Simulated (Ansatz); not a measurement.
Computed with Ansatz on PBE0-D4/def2-TZVP structures; ΔE is electronic, products minus reactants. CBS: MP2 limit from def2 TZ/QZ plus the TZ coupled-cluster correction, frozen cores. DFT in def2-TZVPP. def2 core potentials past Kr. For In outer-core shells are correlated without core-valence functions, which leaves a few kJ/mol of doubt a bond. Each species was taken in one conformer, which may not be the lowest.

Reaction (redistribution): `[CH3][In]([SH])[SiH2]O` + `O[Si](F)(F)CCl` → `O[SiH2]C[Si](O)(F)F` + `[CH3][In]([SH])[Cl]`

CCSD(T)/CBS gives -213.1 kJ/mol.

Task: Another level gave -205.0 kJ/mol. Which?
A. ωB97X-V/def2-TZVPP
B. PBE-D4/def2-TZVPP
C. PBE0-D4/def2-TZVPP
D. MP2/def2-TZVPP

Result: C. PBE0-D4 -205.0, PBE-D4 -194.2, ωB97X-V -212.6, MP2/def2-TZVPP -219.5 kJ/mol.

Largest T1 diagnostic among the species: 0.013.

From PBE to PBE0 (25 % exact exchange), in def2-TZVPP and without D4, ΔE moves by −11.1 kJ/mol. The D4 term adds −3.1 kJ/mol with B3LYP and −1.7 kJ/mol with PBE0; it sums over pairs of atoms, weighted by their polarisabilities, and B3LYP, whose exchange is more repulsive, gets the larger term.

B3LYP here is the variant with VWN-RPA as its local correlation; programs differ in this.
